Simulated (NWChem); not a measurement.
All runs are NWChem calculations. System: H₂ClNPb, charge 0, spin multiplicity 1, at a geometry optimised with PBE/def2-SVP with def2 effective core potentials on Pb. The structure started from a generated list of species. Level: PBE/def2-SVP with def2 effective core potentials on Pb.

Output (cleaned and shortened):

```
             Northwest Computational Chemistry Package (NWChem) 7.3.0
             --------------------------------------------------------

                                NWChem Input Module
                                -------------------

 Scaling coordinates for geometry "geometry" by  1.889725989
 (inverse scale =  0.529177249)

 Turning off AUTOSYM since
 SYMMETRY directive was detected!

                             Geometry "geometry" -> ""
                             -------------------------

 Output coordinates in angstroms (scale by  1.889725989 to convert to a.u.)

  No.       Tag          Charge          X              Y              Z
 ---- ---------------- ---------- -------------- -------------- --------------
    1 Pb                  82.0000     0.23969800    -0.36007100     0.00000000
    2 Cl                  17.0000    -1.93960500     0.91376100     0.00000000
    3 N                    7.0000     1.41467700     1.44397200     0.00000000
    4 H                    1.0000     2.43756300     1.51178400     0.00000000
    5 H                    1.0000     0.97776000     2.37228400     0.00000000

 Effective nuclear repulsion energy (a.u.)     494.5518467006

            Nuclear Dipole moment (a.u.)
            ----------------------------
        X                 Y               Z
 ---------------- ---------------- ----------------
     0.0000245664    -0.0000245664     0.0000000000

      Symmetry information
      --------------------

 Group name             Cs
 Group number              2
 Group order               2
 No. of unique centers     5

      Symmetry unique atoms

     1    2    3    4    5


 Summary of "ao basis" -> "" (spherical)
 ------------------------------------------------------------------------------
       Tag                 Description            Shells   Functions and Types
 ---------------- ------------------------------  ------  ---------------------
 *                          def2-svp                  on all atoms

 Summary of "ao basis" -> "ao basis" (spherical)
 ------------------------------------------------------------------------------
       Tag                 Description            Shells   Functions and Types
 ---------------- ------------------------------  ------  ---------------------
 Pb                         def2-svp                10       26   4s4p2d
 Cl                         def2-svp                 8       18   4s3p1d
 N                          def2-svp                 6       14   3s2p1d
[...]
 Vector   23  Occ=2.000000D+00  E=-2.282920D-01  Symmetry=a'
              MO Center= -1.4D+00,  8.2D-01,  2.4D-15, r^2= 2.7D+00
   Bfn.  Coefficient  Atom+Function         Bfn.  Coefficient  Atom+Function
  ----- ------------  ---------------      ----- ------------  ---------------
    38      0.574393  2 Cl py                35      0.411700  2 Cl py
    32      0.242432  2 Cl py                47     -0.205468  3 N  s
     3      0.191016  1 Pb s                 37      0.191206  2 Cl px
     4      0.138975  1 Pb s                 34      0.135455  2 Cl px
    49     -0.132692  3 N  py                 1     -0.129553  1 Pb s

 Vector   24  Occ=2.000000D+00  E=-2.070642D-01  Symmetry=a"
              MO Center=  8.9D-01,  1.2D+00, -3.3D-14, r^2= 2.6D+00
   Bfn.  Coefficient  Atom+Function         Bfn.  Coefficient  Atom+Function
  ----- ------------  ---------------      ----- ------------  ---------------
    50      0.518238  3 N  pz                53     -0.441085  3 N  pz
    39      0.260513  2 Cl pz                36      0.178270  2 Cl pz
    13     -0.161832  1 Pb pz                16     -0.135225  1 Pb pz
    33      0.105052  2 Cl pz                20     -0.064987  1 Pb d  1
    10      0.058262  1 Pb pz                 7      0.056792  1 Pb pz

 Vector   25  Occ=0.000000D+00  E=-9.712330D-02  Symmetry=a"
              MO Center=  3.0D-01, -1.4D-01, -5.3D-14, r^2= 3.9D+00
   Bfn.  Coefficient  Atom+Function         Bfn.  Coefficient  Atom+Function
  ----- ------------  ---------------      ----- ------------  ---------------
    13      0.566973  1 Pb pz                16      0.528663  1 Pb pz
    50      0.267251  3 N  pz                53     -0.266767  3 N  pz
    39     -0.211714  2 Cl pz                10     -0.185698  1 Pb pz
     7     -0.179686  1 Pb pz                36     -0.129655  2 Cl pz
    33     -0.075044  2 Cl pz                18      0.052463  1 Pb d -1

 Vector   26  Occ=0.000000D+00  E=-4.404795D-02  Symmetry=a'
              MO Center=  2.2D-01, -3.4D-01, -7.5D-16, r^2= 4.8D+00
   Bfn.  Coefficient  Atom+Function         Bfn.  Coefficient  Atom+Function
  ----- ------------  ---------------      ----- ------------  ---------------
    14      0.732773  1 Pb px                11      0.463246  1 Pb px
    37      0.331268  2 Cl px                30      0.320643  2 Cl s
     3     -0.300578  1 Pb s                 38     -0.263076  2 Cl py
    15     -0.219878  1 Pb py                47     -0.213220  3 N  s
    34      0.169577  2 Cl px                65      0.169584  5 H  s

 Vector   27  Occ=0.000000D+00  E=-1.310424D-02  Symmetry=a'
              MO Center=  4.7D-01, -3.3D-02, -2.3D-15, r^2= 5.7D+00
   Bfn.  Coefficient  Atom+Function         Bfn.  Coefficient  Atom+Function
  ----- ------------  ---------------      ----- ------------  ---------------
    47     -0.832945  3 N  s                 15      0.759440  1 Pb py
     3      0.370407  1 Pb s                 60      0.371882  4 H  s
    12      0.362192  1 Pb py                14      0.247275  1 Pb px
    46     -0.239293  3 N  s                 37     -0.225543  2 Cl px
     1     -0.181788  1 Pb s                 65      0.158037  5 H  s

 center of mass
 --------------
 x =   0.03851260 y =  -0.13717857 z =   0.00000000

 moments of inertia (a.u.)
 ------------------
         328.429532819651         160.294773167396           0.000000000000
         160.294773167396         636.981956624482           0.000000000000
           0.000000000000           0.000000000000         965.411489444132

     Multipole analysis of the density
     ---------------------------------

     L   x y z        total         alpha         beta         nuclear
     -   - - -        -----         -----         ----         -------
     0   0 0 0     -0.000000    -24.000000    -24.000000     48.000000

     1   1 0 0      1.358461     14.268124     14.268124    -27.177788
     1   0 1 0     -0.574403    -20.700255    -20.700255     40.826107
     1   0 0 1      0.000000      0.000000      0.000000      0.000000

     2   2 0 0    -36.080383   -171.821053   -171.821053    307.561722
     2   1 1 0      2.362052     22.115700     22.115700    -41.869349
     2   1 0 1     -0.000000     -0.000000     -0.000000      0.000000
     2   0 2 0    -32.977162    -87.115732    -87.115732    141.254301
     2   0 1 1      0.000000      0.000000      0.000000      0.000000
     2   0 0 2    -33.976528    -16.988264    -16.988264      0.000000

 Task  times  cpu:        2.0s     wall:        2.0s

 Total times  cpu:        2.0s     wall:        2.0s
```

Question: Write an NWChem input that would produce this output.

Answer: One answer among several that fit: 
```
start mol
memory heap 200 mb stack 900 mb global 1100 mb
geometry units angstroms nocenter noautoz
  Pb     0.239698    -0.360071     0.000000
  Cl    -1.939605     0.913761     0.000000
  N      1.414677     1.443972     0.000000
  H      2.437563     1.511784     0.000000
  H      0.977760     2.372284     0.000000
  symmetry group Cs
end
basis spherical
  * library def2-svp
end
ecp
  Pb library def2-ecp
end
dft
  xc xpbe96 cpbe96
  semidirect memsize 60000000 filesize 0
  iterations 100
end
task dft energy
```
